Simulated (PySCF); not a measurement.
## C4H11GeNSi2: core ionisation energies

Compound: C4H11GeNSi2.
SMILES with atom numbers: `[SiH3:1][N:2]([SiH3:3])[GeH:4]1[CH:5]=[CH:6][CH:7]=[CH:8]1`

Theory: PySCF, delta-SCF UKS SCAN, pcX-2 on the ionised atom, pcseg-1 elsewhere, spin-free X2C. Binding energies are ΔSCF values: E(core-ionised, relaxed orbitals) − E(ground state) at a fixed geometry, referred to the vacuum level.

List the computed XPS lines with their assignment.

```json
{"atom(s)": "Si1/Si3", "bonded to": "N and 3 H", "level": "Si 2p3/2", "binding energy (eV)": "106.78", "2p1/2 (eV)": "107.40", "above the level's lowest (eV)": "0.00", "count": "2"}
{"atom(s)": "C5/C8", "bonded to": "C (double bond), H and Ge", "level": "C 1s", "binding energy (eV)": "289.65", "2p1/2 (eV)": "–", "above the level's lowest (eV)": "0.00", "count": "2"}
{"atom(s)": "C6/C7", "bonded to": "C (double bond), C and H", "level": "C 1s", "binding energy (eV)": "290.57", "2p1/2 (eV)": "–", "above the level's lowest (eV)": "+0.92", "count": "2"}
{"atom(s)": "N2", "bonded to": "Ge and 2 Si", "level": "N 1s", "binding energy (eV)": "403.44", "2p1/2 (eV)": "–", "above the level's lowest (eV)": "0.00", "count": "1"}
{"atom(s)": "Si1/Si3", "bonded to": "N and 3 H", "level": "Si 1s", "binding energy (eV)": "1846.65", "2p1/2 (eV)": "–", "above the level's lowest (eV)": "0.00", "count": "2"}
```

Lowest listed C 1s: C5/C8, bonded to C (double bond), H and Ge. Highest, 0.92 eV above it: C6/C7, bonded to C (double bond), C and H.

Which effective nuclear charge Zeff reproduces each element's mean 1s value in the hydrogen-like formula E = 13.606 eV × Zeff²?

C (Z = 6): mean 290.1 eV, Zeff = 4.62, Z − Zeff = 1.38; N (Z = 7): mean 403.4 eV, Zeff = 5.45, Z − Zeff = 1.55; Si (Z = 14): mean 1846.7 eV, Zeff = 11.65, Z − Zeff = 2.35. Means run over the listed sites, weighted by atom count.

Which photon energy gives electrons from C 1s of C6/C7 a kinetic energy of 200 eV, and what is their de Broglie wavelength?

hν = 290.57 + 200 = 490.57 eV, recoil neglected; λ = 12.264 Å/√(E/eV) = 0.87 Å.

Topologically equivalent atoms share the value of their first member; where this conformer doesn't relate them by symmetry, their own values could differ. The unrestricted hole states depart most from a pure doublet (⟨S²⟩ = 0.75; over 0.85 named) for C 1s of C6/C7 (0.95), which makes this value less certain. The 2p values add to the ΔSCF energy of one spin-free hole a correction within the shell (spin–orbit coupling, ligand field). 2p1/2 minus 2p3/2 (ligand field included): Si 0.62 eV. No level of germanium is listed. The structure is a single PBE0-D3(BJ)/def2-SVP conformer in the gas phase; no vibrational or solvent corrections.

Conformer computed: `[SiH3:1][N:2]([SiH3:3])[GeH:4]1[CH:5]=[CH:6][CH:7]=[CH:8]1`: Si1–N2–Ge4–C5 -26°.
